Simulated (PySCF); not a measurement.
# Frontier orbitals and the lowest excitations

C3H10OSi.
Z-matrix (Å and degrees, PBE0-D3(BJ)/def2-SVP geometry), rows numbered from 1:
```
C 
C   1  1.5107
O   2  1.4051  1  109.48
Si  3  1.6671  2  124.55  1  -179.56
C   4  1.8628  3  107.22  2   179.66
H   1  1.1005  2  110.83  3   179.93
H   1  1.1002  2  110.37  3    59.63
H   1  1.1002  2  110.41  3   -59.71
H   2  1.1082  1  109.98  3   121.51
H   2  1.1082  1  109.93  3  -121.48
H   4  1.5002  3  109.92  2    58.78
H   4  1.5001  3  109.97  2   -59.38
H   5  1.1013  4  110.50  3  -179.82
H   5  1.1004  4  110.65  3    60.19
H   5  1.1004  4  110.63  3   -59.83
```

Theory: TDDFT wB97X-D/def2-SVPD, vertical, gas phase, core orbitals frozen in the response (PySCF).

Kohn–Sham orbitals with the atoms that hold most of them (Löwdin shares over 4%, at most four atoms; ? is withheld):

```tsv
orbital	ε (eV)	atoms
HOMO-3	-11.24	Si4 24%, H12 16%, H11 12%, C2 10%
HOMO-2	-11.23	C5 28%, Si4 19%, O3 13%, C2 10%
HOMO-1	-10.50	?
HOMO	-9.79	?
LUMO	?	Si4 38%, C5 15%, H13 7%, H11 5%
LUMO+1	2.35	Si4 20%, C2 13%, H12 10%, H11 10%
LUMO+2	2.90	Si4 31%, H12 13%, H11 13%, O3 12%
```

(1) Give the leading atoms of the HOMO-1.

(2) Which atoms hold the HOMO, and with what shares?

(3) What is the LUMO energy, and the HOMO–LUMO gap?

Results:

(1) O3 (bonded to C and Si) 41%; Si4 (bonded to C, O and 2 H) 14%; C5 (bonded to Si and 3 H) 11%; C2 (bonded to C, O and 2 H) 9%. By element: oxygen 41%, carbon 20% or more, silicon 14%.

(2) O3 (bonded to C and Si) 49%; C2 (bonded to C, O and 2 H) 12%; Si4 (bonded to C, O and 2 H) 12%; H12 (bonded to Si) 7%.

(3) ε(LUMO) = 2.30 eV; the gap is 12.09 eV (0.4442 hartree).

Question: The HOMO–LUMO gap is 12.09 eV. Where does the response calculation put the lowest singlet, and from which orbitals?

Answer: S1 is at 7.45 eV (f = 0.0050), 4.64 eV below the gap, made of HOMO→LUMO+1 (73%), HOMO→LUMO+3 (10%), HOMO→LUMO (8%). Its leading pair isn't HOMO and LUMO; the energies of that pair differ by 12.14 eV. Without the coupling terms of the response equations the lowest excitation would equal the gap.

Question: Give energy, strength and leading configuration of S1, S2, S3 and S5, and follow the Löwdin shares of the leading atoms from the occupied to the empty orbital.

Answer: 
- S1 (7.45 eV, f 0.0050), HOMO→LUMO+1 (73%): O3 49% → at most 10%, C2 12% → 13%, Si4 12% → 20%
- S2 (7.95 eV, f 0.017), HOMO→LUMO (71%): O3 49% → at most 6%, C2 12% → at most 6%, Si4 12% → 38%, C5 at most 7% → 15%
- S3 (8.29 eV, f 0.062), HOMO-1→LUMO+1 (72%): O3 41% → at most 10%, Si4 14% → 20%, C2 9% → 13%
- S5 (8.72 eV, f 0.080), HOMO-1→LUMO (70%): O3 41% → at most 6%, Si4 14% → 38%, C5 11% → 15%

One conformer stands for the species.
